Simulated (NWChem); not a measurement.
System: CH4OSi, singlet; SMILES C[Si]O

Input file for NWChem:

```
start job
memory heap 200 mb stack 900 mb global 1100 mb
geometry units angstroms noautosym nocenter noautoz
  Si     0.623940     0.153242    -0.001465
  C     -0.425680    -1.443963     0.004225
  H     -0.219475    -2.022465    -0.924466
  H     -1.514682    -1.244599     0.073225
  H     -0.114247    -2.101635     0.845695
  O     -0.662734     1.265674     0.000620
  H     -0.337523     2.186043    -0.007464
end
basis spherical
  Si library 6-31+g*
  C library 6-31+g*
  H library 6-31+g*
  O library 6-31+g*
end
dft
  xc pbe0
  iterations 150
end
property
  response 1 0.0428
end
task dft property
```

Parts of the log:

```
             Northwest Computational Chemistry Package (NWChem) 7.3.0
             --------------------------------------------------------

                             Geometry "geometry" -> ""
                             -------------------------

 Output coordinates in angstroms (scale by  1.889725989 to convert to a.u.)

  No.       Tag          Charge          X              Y              Z
 ---- ---------------- ---------- -------------- -------------- --------------
    1 Si                  14.0000     0.62394000     0.15324200    -0.00146500
    2 C                    6.0000    -0.42568000    -1.44396300     0.00422500
    3 H                    1.0000    -0.21947500    -2.02246500    -0.92446600
    4 H                    1.0000    -1.51468200    -1.24459900     0.07322500
    5 H                    1.0000    -0.11424700    -2.10163500     0.84569500
    6 O                    8.0000    -0.66273400     1.26567400     0.00062000
    7 H                    1.0000    -0.33752300     2.18604300    -0.00746400

 Effective nuclear repulsion energy (a.u.)      98.6080424043

                              NWChem Property Module
                              ----------------------

                                 NWChem DFT Module
                                 -----------------

 Summary of "ao basis" -> "ao basis" (spherical)
 ------------------------------------------------------------------------------
       Tag                 Description            Shells   Functions and Types
 ---------------- ------------------------------  ------  ---------------------
 Si                         6-31+g*                 10       22   5s4p1d
 C                          6-31+g*                  8       18   4s3p1d
 H                          6-31+g*                  2        2   2s
 O                          6-31+g*                  8       18   4s3p1d

            General Information
            -------------------
          SCF calculation type: DFT
          Wavefunction type:  closed shell.
          No. of atoms     :     7
          No. of electrons :    32
           Alpha electrons :    16
            Beta electrons :    16
          Charge           :     0
          Spin multiplicity:     1
          Use of symmetry is: off; symmetry adaption is: off
          Maximum number of iterations: 150
          AO basis - number of functions:    66
                     number of shells:    34
          Convergence on energy requested:  1.00D-06
          Convergence on density requested:  1.00D-05
          Convergence on gradient requested:  5.00D-04

              XC Information
              --------------
                         PBE0 Method XC Functional
                     Hartree-Fock (Exact) Exchange  0.250
          PerdewBurkeErnzerhof Exchange Functional  0.750
            Perdew 1991 LDA Correlation Functional  1.000 local
           PerdewBurkeErnz. Correlation Functional  1.000 non-local

             Grid Information
             ----------------
          Grid used for XC integration:  medium
          Radial quadrature: Mura-Knowles
          Angular quadrature: Lebedev.
          Tag              B.-S. Rad. Rad. Pts. Rad. Cut. Ang. Pts.
          ---              ---------- --------- --------- ---------
          Si                  1.10       88          11.0       590
          C                   0.70       49          12.0       434
          H                   0.35       45          12.0       434
          O                   0.60       49          11.0       434
          Grid pruning is: on
          Number of quadrature shells:   366
          Spatial weights used:  Erf1

      Superposition of Atomic Density Guess
      -------------------------------------

 Sum of atomic energies:        -403.23094167

      Non-variational initial energy
      ------------------------------

 Total energy =    -404.189848
 1-e energy   =    -751.484357
 2-e energy   =     248.686467
 HOMO         =      -0.228191
 LUMO         =      -0.041812

   convergence    iter        energy       DeltaE   RMS-Dens  Diis-err
 ---------------- ----- ----------------- --------- --------- ---------
 d= 0,ls=0.0,diis     1   -404.8933401120 -5.04D+02  1.84D-02  5.57D-01
 d= 0,ls=0.0,diis     2   -404.7866756772  1.07D-01  1.16D-02  1.63D+00
 d= 0,ls=0.0,diis     3   -404.9553708181 -1.69D-01  2.40D-03  2.83D-02
 d= 0,ls=0.0,diis     4   -404.9577800560 -2.41D-03  9.22D-04  5.02D-03
 d= 0,ls=0.0,diis     5   -404.9584595302 -6.79D-04  1.14D-04  1.49D-04
  Resetting Diis
 d= 0,ls=0.0,diis     6   -404.9584787576 -1.92D-05  3.63D-05  7.25D-07
 d= 0,ls=0.0,diis     7   -404.9584789007 -1.43D-07  6.29D-06  2.51D-08

         Total DFT energy =     -404.958478900707
      One electron energy =     -754.366874467835
           Coulomb energy =      286.911101232981
    Exchange-Corr. energy =      -36.110748070146
 Nuclear repulsion energy =       98.608042404292

 Numeric. integr. density =       32.000000159608

                       DFT Final Molecular Orbital Analysis
                       ------------------------------------

 Vector   14  Occ=2.000000D+00  E=-3.697035D-01
              MO Center= -2.1D-01, -3.5D-01,  7.2D-03, r^2= 2.7D+00
   Bfn.  Coefficient  Atom+Function         Bfn.  Coefficient  Atom+Function
  ----- ------------  ---------------      ----- ------------  ---------------
    26     -0.326771  2 C  py                49      0.327296  6 O  px
     8      0.299206  1 Si py                10     -0.236003  1 Si s
     6     -0.215122  1 Si s                 53      0.211474  6 O  px
    30     -0.195404  2 C  py                50     -0.166098  6 O  py
     4     -0.128251  1 Si py                45      0.106487  5 H  s

 Vector   15  Occ=2.000000D+00  E=-3.631206D-01
              MO Center= -5.5D-01,  1.0D+00, -6.5D-03, r^2= 1.4D+00
   Bfn.  Coefficient  Atom+Function         Bfn.  Coefficient  Atom+Function
  ----- ------------  ---------------      ----- ------------  ---------------
    51      0.585379  6 O  pz                55      0.411190  6 O  pz
     9      0.151209  1 Si pz                27     -0.108401  2 C  pz
    59      0.095642  6 O  pz                41      0.069606  3 H  s
     5     -0.061703  1 Si pz                42      0.061738  3 H  s
    45     -0.059658  5 H  s                 31     -0.057658  2 C  pz

 Vector   16  Occ=2.000000D+00  E=-2.334412D-01
              MO Center=  7.1D-01,  6.7D-02, -3.3D-03, r^2= 2.9D+00
   Bfn.  Coefficient  Atom+Function         Bfn.  Coefficient  Atom+Function
  ----- ------------  ---------------      ----- ------------  ---------------
    10      0.584524  1 Si s                  7      0.403335  1 Si px
     6      0.289959  1 Si s                 49     -0.227233  6 O  px
    26     -0.211454  2 C  py                28     -0.201513  2 C  s
    14      0.189124  1 Si s                 30     -0.169836  2 C  py
    32     -0.166927  2 C  s                 25     -0.164444  2 C  px

 Vector   17  Occ=0.000000D+00  E=-6.583776D-02
              MO Center=  6.8D-01,  1.6D-01,  1.4D-03, r^2= 3.3D+00
   Bfn.  Coefficient  Atom+Function         Bfn.  Coefficient  Atom+Function
  ----- ------------  ---------------      ----- ------------  ---------------
     9      0.565206  1 Si pz                13      0.546483  1 Si pz
    17      0.240556  1 Si pz                51     -0.226397  6 O  pz
     5     -0.205209  1 Si pz                55     -0.182166  6 O  pz
    59     -0.173362  6 O  pz                42      0.133822  3 H  s
    46     -0.119180  5 H  s                 35     -0.117780  2 C  pz

 Vector   18  Occ=0.000000D+00  E=-5.785769D-03
              MO Center=  6.1D-01,  1.3D+00, -1.2D-02, r^2= 7.5D+00
   Bfn.  Coefficient  Atom+Function         Bfn.  Coefficient  Atom+Function
  ----- ------------  ---------------      ----- ------------  ---------------
    16      0.938128  1 Si py                56     -0.873094  6 O  s
    32      0.437374  2 C  s                 14      0.371413  1 Si s
    12      0.357955  1 Si py                11     -0.355742  1 Si px
    66      0.352838  7 H  s                 52     -0.327745  6 O  s
    15     -0.265273  1 Si px                33      0.226260  2 C  px

 Vector   19  Occ=0.000000D+00  E= 1.254249D-02
              MO Center= -3.1D-01, -1.4D+00, -1.8D-02, r^2= 1.1D+01
   Bfn.  Coefficient  Atom+Function         Bfn.  Coefficient  Atom+Function
  ----- ------------  ---------------      ----- ------------  ---------------
    14      3.749089  1 Si s                 32     -3.103742  2 C  s
    34     -1.143355  2 C  py                16     -1.116474  1 Si py
    15     -1.002787  1 Si px                28     -0.608865  2 C  s
    33     -0.567218  2 C  px                56     -0.504753  6 O  s
    11     -0.435701  1 Si px                12     -0.295278  1 Si py

     Multipole analysis of the density
     ---------------------------------

     L   x y z        total         alpha         beta         nuclear
     -   - - -        -----         -----         ----         -------
     0   0 0 0     -0.000000    -16.000000    -16.000000     32.000000

[...]

 DFT Linear Response polarizability / au
 Frequency  =       0.0428000 / au
 Wavelength =    1064.5643224 / nm
              X              Y              Z
 -----------------------------------------------
 X      47.6560603      2.8314917      0.0089509
 Y       2.8314651     58.6020061      0.0141267
 Z       0.0089548      0.0141264     42.3100211
 -----------------------------------------------
 Eigenvalues =      46.9669960     59.2910913     42.3100002
 Isotropic   =      49.5226958
 Anisotropic =      15.1975062
 -----------------------------------------------

 Magnetic Dipole Response Matrix (nonzero elements):
```

Level: PBE0/6-31+G* (spherical d). Low-valent species are run as closed-shell singlets; no triplet was tried in these runs. Coordinates come from a PBE-D3(BJ)/def2-SVP optimisation.
